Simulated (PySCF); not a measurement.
C3H8BNO.

```xyz
14

B     -0.4117    -0.0324     0.0000
C     -0.3720    -1.5992     0.0000
C      0.7728    -2.2924     0.0000
H     -1.3140    -2.1647     0.0000
H      0.8023    -3.3875     0.0000
H      1.7366    -1.7717     0.0000
O      0.7907     0.6295     0.0000
C      0.8626     2.0211     0.0000
H      0.3858     2.4631    -0.8952
H      1.9206     2.3227     0.0000
H      0.3858     2.4631     0.8952
N     -1.6429     0.6565     0.0000
H     -2.5257     0.1665     0.0000
H     -1.7389     1.6620     0.0000
```
Charge 0, spin multiplicity 1.

Coordinates come from a PBE0-D3(BJ)/def2-SVP optimisation. The values are those of a single conformer.

All values below come from PBE/pcSseg-1 (PySCF). Non-relativistic, no solvent.

Computed absolute GIAO shielding of each atom: isotropic value and principal components (ppm):
```tsv
atom	σ(iso)	σ11	σ22	σ33	span
B1	71.3	47.5	70.6	95.8	48.2
C2	39.7	-75.9	34.2	160.8	236.7
C3	41.0	-80.7	41.9	161.7	242.5
H4	25.3	22.5	24.9	28.4	6.0
H5	25.2	22.4	24.9	28.2	5.8
H6	24.8	21.8	23.6	29.0	7.2
O7	246.8	114.7	261.6	364.2	249.4
C8	128.0	100.1	105.0	178.9	78.8
H9	27.6	24.3	25.4	33.2	9.0
H10	27.3	23.2	25.7	33.0	9.8
H11	27.6	24.3	25.4	33.2	9.0
N12	188.0	136.0	210.4	217.7	81.7
H13	28.7	23.5	26.3	36.3	12.8
H14	28.7	22.9	27.3	36.0	13.2
```
